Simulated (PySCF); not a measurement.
**Radial density of Rh+ (rhodium, charge +1)**

UHF, [Kr] 4d7 5s1, high-spin 5F determinant (an excited configuration). Calculation: PySCF 2.14, in x2c-TZVPPall (8s6p6d2f1g, 79 functions); the spin-free X2C one-electron Hamiltonian (Gaussian nucleus).

```
r (bohr)  4πr²ρ (e/bohr)  4πr²(ρα − ρβ)
  0.0349           51.64        -0.0016
  0.0586           52.90         0.0092
  0.0986           71.94         0.1065
   0.166           50.90         0.3947
   0.279           55.44         0.5186
   0.469           32.41        -0.0083
   0.790           14.76         1.4693
    1.33           10.41         2.2540
    2.23           2.133         1.0346
    3.76          0.3057         0.2552
    6.32        0.009065         0.0089
    10.6       1.774e-05         0.0000
```

Densities and radii are taken from the X2C orbitals without a picture-change correction, which distorts them close to the nucleus.

Q: Where is the radial spin density 4πr²(ρα − ρβ) most negative, and why is it negative at all?

A: Around r = 0.469 bohr, down to -0.0083 e/bohr: exchange with the open shell polarises the paired shells in an unrestricted calculation.
